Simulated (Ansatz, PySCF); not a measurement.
Dimer: GeH4 (SMILES [GeH4]) (first 5 atoms) with CH4S (SMILES CS); geometry from B3LYP-D3(BJ)/def2-TZVP.
(charge 0, multiplicity 1):
```xyz
11

Ge     0.0000     0.1343     0.1620
H     -1.5239     0.2853     0.2258
H      0.4184    -1.2362     0.7158
H      0.6810     1.2449     0.9731
H      0.4596     0.2324    -1.3049
C      1.0585    -0.2982     3.9916
S     -0.7525    -0.2258     3.8086
H      1.5285    -0.6974     3.0951
H      1.3895     0.7292     4.1330
H      1.3438    -0.8838     4.8628
H     -0.9536    -1.5404     3.6226
```

Basis-set superposition error: the interaction energy with monomers in their own basis, and in the dimer's basis (counterpoise).

Programs: Ansatz (a first-principles code) with Gaussian orbitals; PySCF for 6-31G* rows, M06-2X. Each number belongs to the level named beside it.

| level | uncorrected (kcal/mol) | counterpoise (kcal/mol) | difference |
|---|---|---|---|
| HF/def2-SVPD | 0.37 | 0.88 | 0.51 |
| HF/def2-QZVPPD | 0.92 | 0.92 | 0.01 |
| PBE/def2-TZVPPD | -0.74 | -0.63 | 0.11 |
| B97M-V/def2-TZVPPD | -2.15 | -2.03 | 0.12 |
| B3LYP/6-31G* | 0.27 | 0.75 | 0.48 |
| PBE0/def2-TZVPPD | -0.75 | -0.63 | 0.12 |
| M06-2X/def2-TZVPPD | -2.58 | -2.41 | 0.18 |
| MP2/6-31G* | -0.86 | 0.03 | 0.89 |
| MP2/def2-QZVPPD | -2.10 | -1.94 | 0.16 |
| CCSD(T)/def2-SVPD | -2.97 | -1.34 | 1.64 |

The error is largest for CCSD(T)/def2-SVPD (1.64 kcal/mol) and smallest for HF/def2-QZVPPD (0.01 kcal/mol).
